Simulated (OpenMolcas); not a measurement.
# What dynamic correlation does to the levels of Ag4+

- Program: OpenMolcas 26.06
- Basis: ANO-RCC-VTZP [7s6p4d2f1g]
- Scalar Hamiltonian: DKH2, point nucleus
- Active space: 7 electrons in 5 orbitals (4d)
- State averaging: 2S+1 = 4 even, 10 roots; 2S+1 = 2 even, 40 roots kept (CI in the orbitals of an earlier block)
- Spin-orbit coupling: RASSI with atomic mean-field integrals over the reference wave functions, term energies averaged over their components

Methods on the same reference wave functions:
A. CASSCF
B. SS-CASPT2, IPEA 0.25 Eh, imaginary shift 0.1 Eh (closed shells correlated: 4s 4p)
C. MS-CASPT2, IPEA 0.25 Eh, imaginary shift 0.1 Eh (closed shells correlated: 4s 4p)

Energies in cm⁻¹ above 4d⁷ ⁴F_9/2, the measured ground level; measured values from the list in Gamrath, thesis, University of Mons (2023).

| Level | A | B | C | Measured |
| --- | --- | --- | --- | --- |
| 4d⁷ ⁴F_9/2 | 0.0 | 0.0 | 0.0 | 0.0 |
| 4d⁷ ⁴F_7/2 | 3460 | 3500 | 3500 | 3690 |
| 4d⁷ ⁴F_5/2 | 5606 | 5580 | 5580 | 5816 |
| 4d⁷ ⁴F_3/2 | 6948 | 6860 | 6860 | 7097 |
| 4d⁷ ⁴P_3/2 [66 %] | 18355 | 15310 | 14920 | 14204 |
| 4d⁷ ⁴P_5/2 | 18616 | 15510 | 15520 | 14899 |
| 4d⁷ ²G_9/2 | 19417 | 17560 | 17610 | 16875 |
| 4d⁷ ⁴P_1/2 | 20868 | 17800 | 17640 | 17067 |
| 4d⁷ ²G_7/2 | 22854 | 20980 | 20980 | 20442 |
| 4d⁷ ²H_11/2 | 25826 | 23420 | 23800 | 22532 |
| 4d⁷ ²D_5/2(1) | 28426 | 25070 | 25080 | 24361 |
| 4d⁷ ²P_1/2 | 29125 | 26160 | 24960 | 24599 |
| 4d⁷ ²H_9/2 | 29357 | 27030 | 27360 | 26368 |
| 4d⁷ ²D_3/2(1) [65 %] | 34242 | 31000 | 30610 | 30134 |
| 4d⁷ ²F_5/2 | 42297 | 36180 | 36170 | 34635 |
| 4d⁷ ²F_7/2 | 44031 | 37990 | 37990 | 36594 |
| 4d⁷ ²D_3/2(2) | 65966 | 57340 | 57380 | 55041 |
| 4d⁷ ²D_5/2(2) | 67640 | 59050 | 59030 | 56772 |

Deviations, from unrounded energies. A percentage is the sum of absolute deviations over the sum of measured energies, with the sign that they share, or ± where signs differ.

```csv
Against measurement,Levels,A,B,C
mean absolute deviation (cm-1),17,4300,970,890
fine structure of the ground term (%),3,-3.6,-4.0,-4.0
other terms of the ground configuration (%),14,+18.4,+4.0,+3.7
```

C lies closest to measurement on these levels and A furthest from it. The largest miss of C in the table is 4d⁷ ²D_3/2(2), by +2300 cm-1. The ranking rests on the paired levels alone, and a cruder setting can come out closer through cancelling errors.

Between B and C the level of the table that moves most is 4d⁷ ²P_1/2, by 1200 cm-1 (lowest in C, highest in B). Moves below CASPT2's spread within the term are not significant.

The mean deviations of B to C differ by less than CASPT2's widest spread within a term (870 cm-1), so their order carries little weight.

From A to B the spin-free energies of the other terms of 4d⁷ shown, above ⁴F, scale by factors of 0.81 to 0.89, as is usual when dynamic correlation screens the repulsion within a d or f shell.

The lowest spin-free term lies below A's lowest term by 0.393 hartree in B, 0.393 hartree in C.

CASPT2 breaks the degeneracy within a term, and the mean is taken; among the terms shown or strongly mixed into the levels shown the widest spread is 870 cm-1 (4d⁷ ²H, B). Terms from blocks run as CI alone lack orbitals of their own. Without dynamic correlation excited terms often stand tens of per cent too high (terms of higher spin than the ground term too low), and those without a measured partner can miss by more than the paired ones (holds for A). The CASPT2 spread within a term exceeds the gap to the next term for 4d⁷ ²P and 4d⁷ ²H, so the order of their levels is uncertain (holds for B). Computed and measured levels are paired by configuration, term and J; levels that our copy of the source lacks, or whose pairing is in doubt (as where it misses far off the trend of its configuration), stay unpaired and out of the deviations. Only configurations of the active space appear. The table leaves out levels that lie high or whose names do not pair safely across all columns.

A share in square brackets marks a mixed level and gives the weight of the term that names it, the lowest over the columns. A number in round brackets counts repeated terms of one configuration in the order of the reference energies.
